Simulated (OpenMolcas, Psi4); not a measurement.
How methods differ on SiF3 (trifluorosilyl)

SiF3 has 4 atoms, charge 0, and is taken as a doublet. SMILES: `F[Si](F)F`. The coordinates come from a PBE0-D4/def2-TZVP relaxation.

Each level gives the dipole moment (D). The values are calculated.

```
                level                    kind     program  value (D)
      UHF/aug-cc-pVDZ            Hartree–Fock  OpenMolcas       1.50
   USVWN5/aug-cc-pVDZ                     LDA        Psi4       1.06
    UBLYP/aug-cc-pVDZ                     GGA        Psi4       1.11
     UPBE/aug-cc-pVDZ                     GGA        Psi4       1.05
   UB3LYP/aug-cc-pVDZ           global hybrid        Psi4       1.23
  UM06-2X/aug-cc-pVDZ         hybrid meta-GGA  OpenMolcas       1.29
    UPBE0/aug-cc-pVDZ           global hybrid        Psi4       1.20
U-wB97M-V/aug-cc-pVDZ  range-separated hybrid        Psi4       1.24
```

The values span 1.05 to 1.50 D. Magnitudes only.
